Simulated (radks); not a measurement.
Species: the holmium ion Ho6+. Configuration: [Kr] 4d10 4f9 5s1 5p4 6p1 (not the ground configuration).

Method: Dirac Kohn-Sham, B86b exchange with PBE correlation, spin-unpolarised, spherical densities, finite nucleus; open shells fill j = l - 1/2 first; Fermi nuclear charge, rms radius 5.2022 fm; computed with a radial shooting solver on a logarithmic mesh with Libxc functionals.

Energy parts (hartree):
| part | energy |
|---|---|
| total | -12615.8763 |
| kinetic | 13880.1092 |
| electron-nucleus | -30942.2018 |
| Hartree | 4715.4559 |
| exchange-correlation | -269.2396 |

Orbitals (lengths in bohr, moments of r in powers of bohr; <r^-3> diverges for s and p1/2; r(90%) holds 90 % of the orbital's charge):
orbital  occ.  eigenvalue (hartree)       <r^4>  <r^-3>  r(90%)  small-component weight
1s1/2       2             -2040.628   9.256e-07       -  0.0376                6.27e-02
2s1/2       2             -344.1908   0.0001441       -   0.136                1.40e-02
2p1/2       2             -327.7978  0.00008841       -   0.120                1.40e-02
2p3/2       4             -296.3014   0.0001195   11590   0.130                1.29e-02
3s1/2       2             -79.72522    0.005495       -   0.337                4.48e-03
3p1/2       2             -72.54533    0.004947       -   0.329                4.43e-03
3p3/2       4             -65.96686    0.006192    2510   0.348                4.11e-03
3d3/2       4             -53.64595    0.004384   425.8   0.320                3.99e-03
3d5/2       6             -52.20890    0.004699   373.8   0.326                3.90e-03
4s1/2       2             -18.65696      0.1330       -   0.744                1.44e-03
4p1/2       2             -15.80061      0.1491       -   0.767                1.36e-03
4p3/2       4             -14.31563      0.1861   567.6   0.810                1.25e-03
4d3/2       4              -9.60321      0.2531   82.83   0.877                1.08e-03
4d5/2       6              -9.33126      0.2714   71.60   0.893                1.05e-03
5s1/2       1              -5.00643       3.459       -    1.68                3.54e-04
5p1/2       2              -4.13076       4.814       -    1.83                3.05e-04
5p3/2       2              -3.87263       5.885   99.22    1.92                2.79e-04
4f5/2       6              -3.63025      0.8406   11.75    1.17                6.96e-04
4f7/2       3              -3.58753      0.8758   11.33    1.19                6.85e-04
5d3/2       0              -2.60052       13.33   11.09    2.37                1.94e-04
5d5/2       0              -2.56430       14.06   9.665    2.40                1.90e-04
6s1/2       0              -2.11216       55.79       -    3.35                1.14e-04
6p1/2       1              -1.82252       79.98       -    3.67                9.97e-05
6p3/2       0              -1.75126       92.53   27.89    3.80                9.45e-05
5f5/2       0              -1.41325       74.49   1.210    3.66                9.94e-05
5f7/2       0              -1.40886       75.64   1.189    3.67                9.92e-05
7p1/2       0              -1.03316       630.4       -    6.10                5.11e-05
7p3/2       0              -1.00139       707.1   12.51    6.28                4.90e-05

The highest occupied level is 6p1/2 at -49.593 eV. The configuration is held as typed, so some empty levels lie below it. The density falls to 0.001 e/bohr^3 at r = 3.73 bohr. The electron density at the nucleus is 8.053e+05 e/bohr^3.
